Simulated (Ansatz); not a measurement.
Consider the homolysis of the C–Si bond: `C[Si]Br` → `[CH3]`• + `[Si]Br`•.

Gas-phase electronic energies from Ansatz, PBE0-D4/def2-TZVP geometries. CCSD(T)/CBS adds triple-zeta CCSD(T) − MP2 to the extrapolated MP2 energy (def2 sets, frozen cores). This one scheme is used for every species. DFT in def2-TZVPP. No spin–orbit coupling; open shells (•) take unrestricted orbitals. For Br outer-core shells are correlated without core-valence functions, which leaves a few kJ/mol of doubt a bond. Scalar relativity is left out up to krypton.

```tsv
level	ΔE (eV)
PBE0	3.15
BHLYP	2.95
CAM-B3LYP	3.10
HF/CBS(def2)	2.06
```

(1) What does CCSD(T)/CBS give? (An estimate is asked.)

Largest T1 diagnostic among the species: 0.014.

## Answers

(1) Computed: +3.32 eV. The listed levels differ from it by -0.17, -0.37, -0.22, -1.26 eV.

From r2SCAN to r2SCAN0 (25 % exact exchange), in def2-TZVPP and without D4, ΔE moves by −0.04 eV: exact exchange takes away binding that semilocal exchange gives to molecules. At CCSD(T), def2-SVP lies −0.28 eV from the extrapolated value and def2-TZVPP −0.12 eV: correlation converges slowly with the basis, and small sets miss more of it in the bonded molecule than in its fragments.
